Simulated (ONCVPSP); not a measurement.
Before and after: ONCV potential for platinum

```json
{
  "Element": "Pt",
  "Generator": "ONCVPSP 4.0.1",
  "Type": "optimised norm-conserving Vanderbilt (ONCV)",
  "Functional": "PBE",
  "Relativity": "fully relativistic",
  "Frozen core": "[Xe]",
  "Valence charge": "24",
  "Reference configuration": "4f14 5d9 6s0.5 6p0.5",
  "Partial waves": "6s: rc 2.25 bohr, ncon 3, nbas 7, qcut 2.5 1/bohr, 3 projectors, debl 2.6 Ha; 6p: rc 3.10 bohr, ncon 4, nbas 6, qcut 3.2 1/bohr, 3 projectors, debl 1 Ha; 5d: rc 1.60 bohr, ncon 4, nbas 7, qcut 6.2 1/bohr, 2 projectors, debl 1.3 Ha; 4f: rc 0.65 bohr, ncon 5, nbas 10, qcut 26.9 1/bohr, 2 projectors, debl 2.7 Ha",
  "Local potential": "polynomial inside 0.55 bohr (lpopt 4, dvloc0 0 Ha)",
  "Core correction": "none"
}
```

Open shells are filled in proportion to 2j + 1.

All-electron outer shells of the reference configuration (PBE, scalar-relativistic, ld1.x):

```
shell  level (eV)  outermost node (bohr)  outermost maximum (bohr)
   5s     -102.91                   0.49                      0.87
   4f      -71.15                      –                      0.38
   5p      -57.12                   0.53                      0.98
   5d       -7.20                   0.57                      1.26
   6s       -6.46                   1.14                      2.35
   6p       -1.40                   1.36                      3.55
```

Change: scalar-relativistic.

Cutoffs: the cutoffs (Ha) at which the residual kinetic energy of the hardest occupied pseudo-wave falls to 1 and 0.1 mHa per electron; they do not see the model core or the augmentation charge, which bear on the density cutoff. Errors are all-electron minus pseudo energies relative to the spin-unpolarised reference configuration.

What does the change do?

The potential gets neither clearly harder nor softer (326 Ha and 356 Ha → 326 Ha and 355 Ha); both files keep a bound ghost (p, s); of the 3 tests that both files solve, the error grows in 2 and shrinks in 1 by more than 15 % and 0.3 meV (median size 0.0 → 0.8 meV).

```csv
quantity,base,changed
"cutoff, loose",326 Ha,326 Ha
"cutoff, tight",356 Ha,355 Ha
loose cutoff by channel,"s 7.7 Ha, p 3.2 Ha, d 19 Ha, f 326 Ha","s 7.8 Ha, p 2.9 Ha, d 18 Ha, f 326 Ha"
bound ghosts,"s, p3/2, p1/2","s, p"
GHOST(+) flags under 300 eV,"s at 10.4 eV, p3/2 at 36.8 eV, p1/2 at 55.5 eV, d5/2 at 207.2 eV","s at 10.7 eV, p at 39.4 eV, d at 216.5 eV"
tests with a reliable result,3 of 4,3 of 4
"error for 4f14 5d9 6s1 6p0, meV [ΔE -2.44 → -2.46 eV]",0.0,+0.9
"error for 4f14 5d9 6s0 6p0, meV [ΔE 6.77 → 6.73 eV]",+3.6,+0.8
"error for 4f14 5d9 6s0.5 6p0, meV [ΔE 1.26 → 1.23 eV]",0.0,-0.7
s: phases at 2.28 bohr within 0.05 rad from the reference energy up to (Ha; the scan ends near 5),0.3,to the end of the scan
```

 A true bound ghost makes a file unfit for plane-wave use even where its test errors are small: the radial tests pick states by their node count and pass the ghost by.
